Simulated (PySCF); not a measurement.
NbF6, SMILES [F][Nb-]([F])([F])([F])([F])[F], charge -1, multiplicity 1. Atoms are numbered in the order given.

```xyz
7

Nb     0.0000     0.0000     0.0000
F      0.0000     1.9051     0.0000
F      0.0000    -1.9051     0.0000
F      0.0000     0.0000    -1.9051
F      1.9051     0.0000     0.0000
F     -1.9051     0.0000     0.0000
F      0.0000     0.0000     1.9051
```
Charge -1, spin multiplicity 1.

Geometry optimised at PBE0-D3(BJ)/def2-SVPD. The spin state was assumed, not searched. The isomer is the one that the SMILES or the coordinates give; other isomers of the formula were not compared. The def2 effective core potentials stand for the cores of Nb; spin–orbit coupling is left out.

All values below come from PySCF with PBE0-D3(BJ)/def2-SVPD.

Frequencies are harmonic and unscaled.

Modes within 1.5 cm⁻¹ of each other (mostly degenerate sets) share a row, with their intensities summed.

Computed vibrational spectrum:
| mode | ν (cm⁻¹) | IR (km/mol) | moving atoms (share of kinetic energy) |
|---|---|---|---|
| 1–3 | 119 | 0.0 | F 100 % |
| 4–6 | 241 | 93.7 | F 76 %, Nb 24 % |
| 7–9 | 265 | 0.0 | F 100 % |
| 10–11 | 568 | 0.0 | F 100 % |
| 12–14 | 639 | 1228.8 | F 69 %, Nb 31 % |
| 15 | 672 | 0.0 | F 100 % |
